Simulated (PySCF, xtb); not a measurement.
GaCl3, SMILES [Cl][Ga]([Cl])[Cl].

Harmonic wavenumbers (cm⁻¹) from GFN2-xTB run with xtb at its own minimum, in rising order: 104, 104, 124, 317, 397, 397.

Problem. What does PBE0-D3(BJ)/def2-SVP run with PySCF give at its own minimum? (The exact figures need the calculation; the answer reports its results.)

Solution. 125, 125, 138, 378, 476, 476. Paired by order, the mean absolute difference is 45 cm⁻¹ and the zero-point energies are 2.1 and 2.5 kcal/mol.
